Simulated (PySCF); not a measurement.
**Electron correlation in Ge²⁺ (germanium, charge +2)**

[Ar] 3d10 4s1 4p1, high-spin 3P determinant (an excited configuration). Calculation: PySCF 2.14, in aug-cc-pVQZ-PP with one added diffuse shell each of s, p, d, f, g type with ECP10MDF (8s7p6d4f3g, 114 functions); scalar relativity through the core potential. Frozen: 3s2 3p6 3d10; 2 electrons correlated.

Total MP2 correlation energy: -2.65 mhartree.

Same-spin part -2.65 and opposite-spin part 0.00 mhartree; SCS-MP2 scales them by 1/3 and 6/5 to -0.88 mhartree.
